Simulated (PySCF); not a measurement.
**Correlation energy of S (sulfur, neutral)**

[Ne] 3s2 3p3 3d1, high-spin 5D determinant (an excited configuration). Calculation: PySCF 2.14, in aug-cc-pwCVTZ (8s7p5d3f, 75 functions); no relativity, point nucleus. Frozen: 1s2; 14 electrons correlated.

```csv
level,correlation energy (mhartree)
CCSD,-385.01
(T),-6.42
CCSD(T),-391.43
```

Diagnostics: T1 = 0.0042, D1 = 0.0116, largest double amplitude 0.043.

Is a single reference adequate?

Yes: T1 lies below 0.03 and no double amplitude reaches 0.07.
